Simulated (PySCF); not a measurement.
## Telling isomers of C₄H₁₀OSi₃ apart by NMR

No solvent, a single conformation, non-relativistic Hamiltonian, averaged over atoms made equivalent by symmetry, fast rotation or ring inversion. GIAO PBE0/pcSseg-1 shieldings; GFN2-xTB geometry; PySCF 2.14.

References, each an isolated molecule treated in the same way: ¹H, ¹³C against TMS. Where no couplings were computed, multiplicities follow the n + 1 count of equivalent neighbours, and m marks all less simple cases (inequivalent or close neighbours, rings, F or P nearby). Shifts are as computed. Against solution values, carbons near 30 ppm lie about +3 ppm off and those near 130 ppm about +5 ppm (rms about the fit 2.1 ppm; single classes can miss by 10 ppm). Of 1328 compounds with measured shifts, 309 miss one by over three times the rms of a fit or turn the order of signals round; such compounds aren't used in these exercises. Signals without a measured value on file couldn't be tested in this way; 1H shifts scatter by 0.2 ppm about their fit, and single ones miss by 0.5 ppm.

(1) Tabulate the signals of `[SiH3][SiH]([SiH3])c1ccco1`, `C[Si@@H]1C=C(C=O)[Si@@H]1[SiH3]` and their relative energies.

(2) What is the quickest way to tell [SiH3][SiH]([SiH3])c1ccco1 from C[Si@@H]1C=C(C=O)[Si@@H]1[SiH3]?

## Answers

(1) 
| SMILES | carbon types | δC | δH | E rel. (kcal/mol) |
| --- | --- | --- | --- | --- |
| [SiH3][SiH]([SiH3])c1ccco1 | 1×C 3×CH | 155.0, 153.9, 129.4, 117.2 | 7.90 (m, 1H), 7.05 (m, 1H), 6.66 (m, 1H), 4.63 (sept, 1H), 3.57 (d, 6H) | 0.0 |
| C[Si@@H]1C=C(C=O)[Si@@H]1[SiH3] | 1×C 2×CH 1×CH3 | 199.0, 180.6, 173.9, -1.9 | 10.00 (s, 1H), 8.19 (d, 1H), 5.25 (m, 1H), 4.79 (m, 1H), 3.74 (d, 3H), 0.50 (d, 3H) | 3.5 |

Energies are electronic energies at PBE0/pcSseg-1 on these geometries, without zero-point or thermal terms, each for the one conformer computed, which needn't be the lowest.

(2) Both give the same number of carbon signals, but DEPT or the intensities differ. The first has an aromatic CH at 117.2 ppm, the second a methyl carbon bonded to Si (CH3) at -1.9 ppm. Their most deshielded carbons lie at 155.0 and 199.0 ppm. In the proton spectra the most deshielded non-exchanging signals are 7.90 (m, 1H) and 10.00 (s, 1H).
